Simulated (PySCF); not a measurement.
# An isoelectronic set: 85 electrons

PBE in PySCF with def2-TZVPPD on every atom (core potentials on In, Sn, Sb, Te, I), for the lowest determinant that a PBE0 search found; no spin–orbit coupling. All have 85 electrons, 11 of them in the valence shells, and the same state, a doublet (π ↑). For ions De leads to the atom and ion picked by measured ionisation energies and electron affinities.

```tsv
species	difference of nuclear charges	Re (Å)	ωe (cm⁻¹)	k (mdyn/Å)	De (eV)	dissociates to
InBr⁻	14	2.793	141	0.550	1.22	In + Br⁻
GeTe⁻	20	2.490	253	1.78	3.57	Ge + Te⁻
SnBr	15	2.542	234	1.53	3.71	Sn + Br
GeI	21	2.545	235	1.52	3.38	Ge + I
SbBr⁺	16	2.406	300	2.53	3.72	Sb⁺ + Br
```

Question: Which member of the whole set has the stiffest bond, and how does it compare with the softest?

Answer: SbBr⁺ with k = 2.53 mdyn/Å, 4.6 times that of InBr⁻.

Spin–orbit coupling is left out, which matters for elements this heavy, above all for dissociation energies. For an ion De counts to the pair picked by the measured ionisation energies or electron affinities, which need not be the lowest pair at this level. The highest Kohn–Sham level is positive in some of these anions. Much of that is self-interaction error, but it also means that the finite basis helps to hold the extra electron. States were picked by a PBE0 search and need not be the measured ground states.
